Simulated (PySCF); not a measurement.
**Radiative rates from a computed spectrum**

Compound: C3H9NOSi2.
InChI=1S/C3H9NOSi2/c5-3-4-6-1-2-7-4/h3H,1-2,6-7H2

Method: TDDFT PBE0/def2-SVPD, vertical, gas phase, core orbitals frozen in the response in PySCF 2.14.0, density-fitted response routines. Geometry: GFN2-xTB, one conformer, isolated molecule.

For one non-degenerate pair of states in vacuum, A = 0.6670 f ν̃² s⁻¹ with ν̃ in cm⁻¹, τ = 1/A, |μ|² = 3f / (2ΔE) in atomic units, and the integrated cross-section is ∫σ dE = 109.76 f Mb·eV.

The rates are for emission to S0 at the absorption energy, with no other channel.

Energies and rates of the computed singlets with f of 0.002 or more:

| state | E (eV) | A (s⁻¹) |
| --- | --- | --- |
| S2 | 6.61 | 8.42×10⁷ |
| S3 | 6.74 | 4.56×10⁶ |
| S4 | 6.87 | 5.14×10⁶ |
| S5 | 6.97 | 3.84×10⁷ |
| S6 | 7.07 | 1.41×10⁸ |

Q: Which f and |μ| stand behind these rates?

A: f = A / (0.6670 ν̃²), and |μ| follows from f:

| state | f | \|μ\| (D) | τ | main configurations (H = HOMO, L = LUMO) |
| --- | --- | --- | --- | --- |
| S2 | 0.044 | 1.33 | 12 ns | H-1→L (57%), H→L+1 (31%) |
| S3 | 0.0023 | 0.30 | 220 ns | H-1→L+1 (72%), H-1→L+2 (14%) |
| S4 | 0.0025 | 0.31 | 190 ns | H→L+2 (41%), H-1→L+2 (25%), H→L+1 (22%) |
| S5 | 0.018 | 0.83 | 26 ns | H→L+2 (44%), H-1→L+2 (41%) |
| S6 | 0.065 | 1.56 | 7.1 ns | H→L+1 (33%), H-1→L+1 (19%), H-1→L (12%) |

Q: By what factor does the largest A in the list exceed the smallest?

A: S6 has 31 times the rate of S3.

Q: Which computed singlets stay under f = 0.002?

A: S1 (5.45 eV, f 0.0006).

Q: What is the integrated cross-section of all computed states together?

A: Σf = 0.133 over S1 to S6, so 109.76 × Σf ≈ 14.6 Mb·eV.

Hardware: Arm Neoverse V2, one thread, on a shared host. Cost: 43 s, 0.91 GiB resident at most.
